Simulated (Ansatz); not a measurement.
Basis sets compared for GeH2MeF (CH₅FGe). Total charge 0; singlet. Geometry r2SCAN-D4/def2-TZVP. Ansatz on 4 threads of Arm Neoverse V1 on a shared host; times are rough, and most runs start from earlier orbitals.

Cartesian coordinates in Å:
```
Ge 0.623 -0.326 -0.556
H 0.386 -0.033 -2.044
H 1.008 -1.793 -0.320
C -0.807 0.296 0.592
H -1.738 -0.223 0.358
H -0.955 1.366 0.449
H -0.553 0.109 1.636
F 2.036 0.605 -0.115
```

The 6-31G sets use Cartesian d functions.

Binding counts from free atoms (Ge triplet, H doublet, C triplet, F doublet) in the same basis, without a counterpoise term.

```
           level  functions  energy (Eh)  HOMO (eV)  LUMO (eV)  binding per atom (eV)  wall time
       HF/STO-3G         33   -2190.1318      -9.81      11.91                   3.33     0.15 s
        HF/6-31G         57   -2215.2373     -12.38       3.34                   2.44      0.3 s
 PBE-D4/def2-SVP         85   -2217.1481      -7.46      -0.23                   3.48     0.66 s
PBE0-D4/def2-SVP         85   -2217.2167      -9.00       0.65                   3.44     0.91 s
```

(1) Estimate the rows for HF/def2-TZVP, PBE-D4/def2-TZVP, PBE0-D4/def2-TZVP.

## Answers

(1) 
| level | functions | energy (Eh) | HOMO (eV) | LUMO (eV) | binding per atom (eV) | wall time |
| --- | --- | --- | --- | --- | --- | --- |
| HF/def2-TZVP | 140 | -2215.6865 | -12.33 | 3.44 | 2.59 | 2.1 s |
| PBE-D4/def2-TZVP | 140 | -2217.5860 | -7.65 | -0.50 | 3.47 | 1.5 s |
| PBE0-D4/def2-TZVP | 140 | -2217.6510 | -9.08 | 0.40 | 3.43 | 2.1 s |
